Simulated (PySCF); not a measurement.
# In: interval between two levels

In [Kr] 4d10 5s2 5p1 [2P3/2, M_J = 3/2] → In [Kr] 4d10 5s1 5p1 5d1 [4F9/2, M_J = 9/2], as a difference of total energies. Computed with PySCF 2.14 in x2c-TZVPall-2c with one added diffuse shell each of s, p, d, f type (9s10p6d3f, 90 functions), with the two-component X2C-1e Hamiltonian. Correlated levels: [Ar] 3d10 frozen; the 6 highest virtual spinors dropped. "Screened" scales the spin-orbit matrix elements by Boettger's factors to mimic the two-electron term; Breit and QED terms are absent.

```csv
method,interval between two levels (cm⁻¹)
GHF (spin-free),61456
GMP2 (spin-free),74824
GHF (screened spin-orbit),61805
GMP2 (screened spin-orbit),75213
```

The labels give the starting determinants; with spin-orbit coupling the two ends relaxed to ⟨J²⟩ = 3.76, ⟨L²⟩ = 2.03, ⟨S²⟩ = 0.77 and ⟨J²⟩ = 24.76, ⟨L²⟩ = 12.02, ⟨S²⟩ = 3.77.

The promoted electron is Rydberg-like, and one or two diffuse shells describe it only roughly, which tends to raise the upper state.
